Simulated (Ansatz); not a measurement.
Consider the cleavage of the Si–Ge bond: `[SiH3][SiH2][GeH2][GeH2][GeH2][SiH3]` + `OBF` → `FBO[SiH2][SiH3]` + `[SiH3][GeH2][GeH2][GeH3]`.

Isolated molecules relaxed with PBE0-D4/def2-TZVP in Ansatz; ΔE leaves out vibrations. CCSD(T)/CBS is the MP2 limit (def2-TZVPP, def2-QZVPP) plus CCSD(T) − MP2 in def2-TZVPP, frozen cores. This one scheme is used for every species. DFT in def2-TZVPP. B3LYP here is the variant with VWN-RPA as its local correlation; programs differ in this. For Ge outer-core shells are correlated without core-valence functions, which leaves a few kJ/mol of doubt a bond. Scalar relativity is left out up to krypton. Each species was taken in one conformer, which may not be the lowest.

`[SiH3][SiH2][GeH2][GeH2][GeH2][SiH3]`:

Cartesian coordinates in Å:
```
Si 0.368 -2.676 -0.077
Si -1.701 -1.742 -0.635
Ge -1.491 0.439 -1.572
Ge -1.213 2.110 0.165
Ge 0.580 1.457 1.663
Si 2.529 0.969 0.388
H 1.032 -1.891 0.997
H 1.254 -2.690 -1.272
H 0.190 -4.072 0.403
H -2.373 -2.640 -1.617
H -2.562 -1.664 0.579
H -0.274 0.484 -2.515
H -2.742 0.772 -2.410
H -2.533 2.256 0.945
H -0.882 3.474 -0.472
H 0.869 2.581 2.675
H 0.126 0.216 2.454
H 3.112 2.239 -0.119
H 3.550 0.255 1.198
H 2.162 0.123 -0.779
```

`OBF`:

```xyz
5

O    -0.227   -0.974   -0.087
B    -0.098    0.361   -0.174
F     0.727    1.011    0.645
H     0.321   -1.368    0.600
H    -0.724    0.970   -0.985
```

`FBO[SiH2][SiH3]`:

Z-matrix (Å, degrees):
```
Si
Si 1 2.344
O 1 1.669 2 113.5
H 1 1.486 2 110.7 3 -119.7
H 1 1.486 2 110.8 3 119.8
H 2 1.486 1 110.9 3 61.0
H 2 1.490 1 107.5 3 179.8
H 2 1.486 1 110.9 3 -61.3
B 3 1.338 1 135.9 2 0.4
F 9 1.334 3 120.2 1 -0.1
H 9 1.194 3 121.5 1 179.9
```

`[SiH3][GeH2][GeH2][GeH3]`:

Cartesian coordinates in Å:
```
Si 1.345 -2.011 -0.073
Ge 0.460 -0.500 1.537
Ge -1.378 0.750 0.565
Ge -0.655 1.809 -1.491
H 2.456 -2.818 0.495
H 0.272 -2.929 -0.540
H 1.854 -1.242 -1.239
H 1.553 0.492 1.976
H -0.018 -1.261 2.788
H -1.887 1.815 1.554
H -2.544 -0.210 0.261
H 0.579 2.686 -1.223
H -0.271 0.732 -2.520
H -1.766 2.689 -2.088
```

| level | ΔE (kJ/mol) | difference from CCSD(T)/CBS |
| --- | --- | --- |
| PBE-D4 | -25.2 | 17.4 |
| r2SCAN-D4 | -43.6 | -1.0 |
| PBE0-D4 | -29.8 | 12.8 |
| B3LYP-D4 | -45.4 | -2.8 |
| B2PLYP | -56.4 | -13.8 |
| PBE | -35.4 | 7.2 |
| PBE0 | -39.9 | 2.7 |
| B3LYP | -61.5 | -18.9 |
| MP2/def2-TZVPP | -42.4 | 0.2 |
| CCSD/def2-TZVPP | -49.2 | -6.6 |
| CCSD(T)/def2-TZVPP | -43.2 | -0.6 |
| HF/def2-QZVPP | -88.7 | -46.1 |
| MP2/def2-QZVPP | -43.3 | -0.7 |
| SCS-MP2/def2-QZVPP | -54.1 | -11.5 |
| HF/CBS(def2) | -89.2 | -46.6 |
| MP2/CBS(def2) | -41.8 | 0.8 |
| CCSD(T)/CBS | -42.6 | 0 |

Largest T1 diagnostic among the species: 0.013.

From PBE to PBE0 (25 % exact exchange), in def2-TZVPP and without D4, ΔE moves by −4.5 kJ/mol. The D4 term adds +16.1 kJ/mol with B3LYP and +10.1 kJ/mol with PBE0; it sums over pairs of atoms, weighted by their polarisabilities, and B3LYP, whose exchange is more repulsive, gets the larger term.
